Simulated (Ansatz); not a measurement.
Calculated with Ansatz (gas phase, PBE0-D4/def2-TZVP geometries, no zero-point term in ΔE). CCSD(T)/CBS adds triple-zeta CCSD(T) − MP2 to the extrapolated MP2 energy (def2 sets, frozen cores). DFT in def2-TZVPP. B3LYP here is the variant with VWN-RPA as its local correlation; programs differ in this. HSE06 is defined as in plane-wave codes. No spin–orbit coupling; open shells (•) take unrestricted orbitals. Spin–orbit coupling would lower the free atoms: clearly for Br. For Br outer-core shells are correlated without core-valence functions, so the limit isn't a true one: a few kJ/mol of doubt a bond, and 10 to 20 or more in all where bonds break to atoms. Scalar relativity is left out up to krypton.

Reaction (homolysis of the Br–Si bond): `Cl[Si](Cl)(Cl)Br` → Br• + `Cl[Si](Cl)Cl`•

```csv
level,ΔE (kJ/mol),difference from CCSD(T)/CBS
LDA (SPW92),446.7,31.9
PBE-D4,391.4,-23.4
revPBE-D4,381.0,-33.8
BLYP-D4,371.3,-43.5
r2SCAN-D4,390.3,-24.5
B97M-V,395.9,-18.9
PBE0-D4,393.6,-21.2
B3LYP-D4,379.6,-35.2
r2SCANh-D4,389.0,-25.8
r2SCAN0-D4,387.1,-27.7
HSE06-D4,393.5,-21.3
BHLYP-D4,380.4,-34.4
ωB97X-V,401.3,-13.5
ωB97M-V,402.0,-12.8
B2PLYP,381.8,-33.0
PBE-QIDH,402.7,-12.1
PBE,380.8,-34.0
revPBE,357.8,-57.0
BLYP,349.1,-65.7
r2SCAN,388.0,-26.8
PBE0,384.4,-30.4
r2SCANh,386.4,-28.4
r2SCAN0,384.2,-30.6
HSE06,384.7,-30.1
BHLYP,364.1,-50.7
CAM-B3LYP,373.0,-41.8
LC-ωPBE,382.0,-32.8
HF/def2-SVP,284.5,-130.3
MP2/def2-SVP,391.6,-23.2
CCSD/def2-SVP,365.6,-49.2
HF/def2-TZVPP,283.9,-130.9
MP2/def2-TZVPP,416.5,1.7
SCS-MP2/def2-TZVPP,402.0,-12.8
CCSD/def2-TZVPP,382.2,-32.6
HF/def2-QZVPP,282.9,-131.9
MP2/def2-QZVPP,429.0,14.2
SCS-MP2/def2-QZVPP,414.4,-0.4
HF/CBS(def2),282.7,-132.1
MP2/CBS(def2),438.9,24.1
CCSD/CBS(def2),404.6,-10.2
CCSD(T)/CBS,414.8,0
```

Largest T1 diagnostic among the species: 0.012.

From PBE to PBE0 (25 % exact exchange), in def2-TZVPP and without D4, ΔE moves by +3.5 kJ/mol. In def2-TZVPP, CCSD(T) changes the Hartree–Fock value by +108.4 kJ/mol (the triples alone add +10.2 kJ/mol) and MP2 by +132.5 kJ/mol; breaking electron pairs costs correlation energy, which Hartree–Fock lacks.

CCSD(T)/CBS has its own doubt, a few kJ/mol and more with outer-core shells, so smaller differences from it don't rank the levels.
